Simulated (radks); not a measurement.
Values are calculated unless marked as measured or tabulated.
Neutral cerium inside a hard spherical wall (all orbitals vanish at R), configuration held at [Xe] 4f1 5d1 6s2 and not refilled when levels cross. Level of theory: scalar-relativistic Kohn-Sham, PBE, spin-unpolarised, spherical densities, finite nucleus; Fermi nuclear charge, rms radius 4.8771 fm (a radial shooting solver on a logarithmic mesh with Libxc functionals). Eigenvalues in eV, with the zero of energy where the potential of the charges vanishes at infinity; a dash marks a level that is unbound or too diffuse for the functional's potential to be trusted. A positive occupied level is held by the wall or, in an anion where self-interaction has pushed it up, behind a barrier. The pressure on the wall is -dE/dV.

R (bohr)	E (hartree)	kinetic (hartree)	e(5p)	e(4f)	e(6s)	e(5d)	e(6p, empty)	e(7s, empty)	pressure (GPa)
free	-8860.0377	9389.934	-23.226	-5.383	-3.745	-3.060	-1.348	-	0
20	-8860.0377	9389.934	-23.226	-5.383	-3.745	-3.059	-1.348	0.013	< 0.0001
15	-8860.0377	9389.934	-23.223	-5.379	-3.742	-3.057	-1.334	0.378	0.000273
12	-8860.0372	9389.940	-23.183	-5.339	-3.712	-3.022	-1.242	1.241	0.00843
7	-8859.9769	9390.272	-21.692	-3.781	-2.189	-1.697	1.347	11.239	2.70
3	-8855.0090	9408.548	-0.555	20.313	54.491	25.916	71.531	166.87	2020
1.5	-8764.8499	9672.002	218.04	154.31	588.99	285.07	633.99	1161.8	258000
